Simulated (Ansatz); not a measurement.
CH₄BNOS, SMILES `SC1NBO1`. The species carries charge 0 and has multiplicity 1. All single points use the PBE0-D4/def2-TZVP geometry. It is one conformer, not always the lowest.

```xyz
9

S    -1.072    0.905   -1.450
C     0.063   -0.120   -0.500
N    -0.503   -0.560    0.746
B     0.571    0.107    1.370
O     1.116    0.584    0.175
H    -0.343    0.913   -2.578
H     0.482   -0.902   -1.138
H    -1.277   -1.178    0.893
H     0.962    0.250    2.481
```

What is the dipole moment at r2SCAN/def2-TZVPP? (An estimate is asked.)

The calculation gave: 2.21 D, with components (-0.77, -2.03, -0.41) D in this frame, pointing from negative to positive charge.

And with PBE, B3LYP, ωB97M-V? (Best estimate.)

Ansatz gave: PBE 2.19 D, B3LYP 2.21 D, ωB97M-V 2.21 D.

Give the Mulliken charges with r2SCAN, PBE, B3LYP in def2-TZVPP. (Best estimate.)

Computed: 
| atom | r2SCAN | PBE | B3LYP |
| --- | --- | --- | --- |
| S1 | -0.15 | -0.16 | -0.14 |
| C2 | 0.32 | 0.20 | 0.24 |
| N3 | -0.35 | -0.28 | -0.32 |
| B4 | 0.22 | 0.13 | 0.18 |
| O5 | -0.36 | -0.28 | -0.35 |
| H6 | 0.09 | 0.10 | 0.09 |
| H7 | 0.07 | 0.11 | 0.11 |
| H8 | 0.17 | 0.17 | 0.16 |
| H9 | 0.00 | 0.00 | 0.03 |

B3LYP here is the variant with VWN-RPA as its local correlation; programs differ in this.
